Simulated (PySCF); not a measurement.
A series of related compounds: `FC(F)(F)P1CC([SiH3])C1`, C4H8F3PSi; SMILES CCC1CP(C(F)(F)F)C1, C6H10F3P; `C1C(C)CP1C(F)(F)F`, C5H8F3P; SMILES C=CC1CP(C(F)(F)F)C1, C6H8F3P; SMILES C1C(C(F)(F)F)CP1C(F)(F)F, C5H5F6P; `FC1CP(C(F)(F)F)C1`, C4H5F4P.

Level of theory: geometry: GFN2-xTB, GIAO PBE0/pcSseg-1 shieldings, in PySCF (isolated molecule, averaged over atoms made equivalent by symmetry, fast rotation or ring inversion, relativity neglected, one conformer).

References, each an isolated molecule treated in the same way: ³¹P (σ = 318.38 ppm) against H3PO4.

Q: How does the ³¹P shift change along the series?

A: 
```json
{"compound": "FC(F)(F)P1CC([SiH3])C1", "change": "CH3 replaced by SiH3", "δ (ppm)": "24.0", "HOMO–LUMO gap (eV)": "7.12"}
{"compound": "CCC1CP(C(F)(F)F)C1", "change": "CH3 replaced by C2H5", "δ (ppm)": "-8.9", "HOMO–LUMO gap (eV)": "7.41"}
{"compound": "CC1CP(C(F)(F)F)C1", "change": "base", "δ (ppm)": "-11.8", "HOMO–LUMO gap (eV)": "7.47"}
{"compound": "C=CC1CP(C(F)(F)F)C1", "change": "CH3 replaced by vinyl", "δ (ppm)": "-8.8", "HOMO–LUMO gap (eV)": "6.96"}
{"compound": "FC(F)(F)C1CP(C(F)(F)F)C1", "change": "CH3 replaced by CF3", "δ (ppm)": "-13.6", "HOMO–LUMO gap (eV)": "7.52"}
{"compound": "FC1CP(C(F)(F)F)C1", "change": "CH3 replaced by F", "δ (ppm)": "-40.8", "HOMO–LUMO gap (eV)": "7.60"}
```
